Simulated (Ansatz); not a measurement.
`CC(C)B(F)F` at its PBE0-D4/def2-TZVP geometry, where that method's forces vanish. Charge 0, multiplicity 1.

```json
{"atom": "C1", "x (Å)": "0.683", "y (Å)": "0.072", "z (Å)": "1.250"}
{"atom": "C2", "x (Å)": "0.243", "y (Å)": "-0.199", "z (Å)": "-0.187"}
{"atom": "C3", "x (Å)": "-0.163", "y (Å)": "1.080", "z (Å)": "-0.916"}
{"atom": "B4", "x (Å)": "-0.835", "y (Å)": "-1.328", "z (Å)": "-0.293"}
{"atom": "F5", "x (Å)": "-1.669", "y (Å)": "-1.411", "z (Å)": "-1.318"}
{"atom": "F6", "x (Å)": "-0.948", "y (Å)": "-2.284", "z (Å)": "0.616"}
{"atom": "H7", "x (Å)": "-0.134", "y (Å)": "0.505", "z (Å)": "1.835"}
{"atom": "H8", "x (Å)": "1.514", "y (Å)": "0.782", "z (Å)": "1.274"}
{"atom": "H9", "x (Å)": "1.003", "y (Å)": "-0.840", "z (Å)": "1.757"}
{"atom": "H10", "x (Å)": "1.109", "y (Å)": "-0.623", "z (Å)": "-0.723"}
{"atom": "H11", "x (Å)": "0.659", "y (Å)": "1.802", "z (Å)": "-0.919"}
{"atom": "H12", "x (Å)": "-1.015", "y (Å)": "1.558", "z (Å)": "-0.424"}
{"atom": "H13", "x (Å)": "-0.447", "y (Å)": "0.886", "z (Å)": "-1.952"}
```

Problem. For each bond, give half the difference of the two atoms' forces along it (eV/Å; positive pushes the atoms apart) under PBE-D4, r2SCAN-D4, B3LYP-D4, ωB97M-V in def2-TZVPP. (Best estimate.)

Solution. Ansatz gave: 
| bond | length (Å) | PBE-D4 | r2SCAN-D4 | B3LYP-D4 | ωB97M-V |
| --- | --- | --- | --- | --- | --- |
| C1–C2 | 1.527 | 0.03 | 0.12 | 0.19 | 0.15 |
| C1–H7 | 1.094 | 0.11 | -0.03 | -0.06 | -0.07 |
| C1–H8 | 1.093 | 0.10 | -0.04 | -0.07 | -0.07 |
| C1–H9 | 1.091 | 0.10 | -0.04 | -0.08 | -0.07 |
| C2–C3 | 1.528 | 0.02 | 0.12 | 0.19 | 0.14 |
| C2–B4 | 1.565 | -0.26 | -0.16 | -0.13 | -0.14 |
| C2–H10 | 1.104 | 0.13 | -0.02 | -0.11 | -0.14 |
| C3–H11 | 1.093 | 0.10 | -0.04 | -0.07 | -0.07 |
| C3–H12 | 1.094 | 0.11 | -0.03 | -0.06 | -0.07 |
| C3–H13 | 1.091 | 0.10 | -0.04 | -0.08 | -0.07 |
| B4–F5 | 1.324 | 0.46 | 0.15 | 0.15 | 0.18 |
| B4–F6 | 1.324 | 0.45 | 0.14 | 0.15 | 0.18 |

B3LYP here is the variant with VWN-RPA as its local correlation; programs differ in this.
